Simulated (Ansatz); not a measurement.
# How methods differ on InF (SMILES [F][In])

InF has 2 atoms, charge 0, and is taken as a singlet. As SMILES, `[F][In]`. Geometry: a GFN2-xTB relaxation, a rough one for these elements and not checked as a minimum.

```
atom   x (Å)   y (Å)   z (Å)
   F  0.0000  0.0000  0.0000
  In  0.0000  0.0000  2.0255
```

Each level gives the energy change with the F1–In2 bond stretched from 2.025 to 2.990 Å (eV). The values are calculated.

```tsv
level	kind	program	value (eV)	less FCI/STO-3G	CPU time (all runs)
SVWN5/STO-3G (restricted)	LDA	Ansatz	4.58	+1.05	1.7 s
PBE/STO-3G (restricted)	GGA	Ansatz	4.29	+0.76	3.1 s
BHLYP/STO-3G (restricted)	global hybrid	Ansatz	4.90	+1.37	2.4 s
r2SCAN0/STO-3G (restricted)	hybrid meta-GGA	Ansatz	4.76	+1.23	5.8 s
wB97M-V/STO-3G (restricted)	range-separated hybrid	Ansatz	5.00	+1.47	22 s
wB97X/STO-3G (restricted)	range-separated hybrid	Ansatz	4.99	+1.46	8.2 s
MP2/STO-3G (restricted)	perturbation theory	Ansatz	4.47	+0.94	0.98 s
FCI/STO-3G	exact in the basis	Ansatz	3.53	0.00	2 s
```

FCI/STO-3G is exact within its basis and frozen core, so for wave-function methods in that basis the difference is their error; functionals converge differently with the basis, so for them it is only a difference. All-electron rows without a relativistic Hamiltonian named are non-relativistic. The first shape isn't each level's own minimum. The values span 3.53 to 5.00 eV. All rows use very small basis sets, so even the best lies far from the true value. In the correlated wave-function rows the outer d shell of In is correlated, in sets not made for it. CPU times are rough (shared hosts, several kinds of processor): they show what a rung costs within a factor of a few.
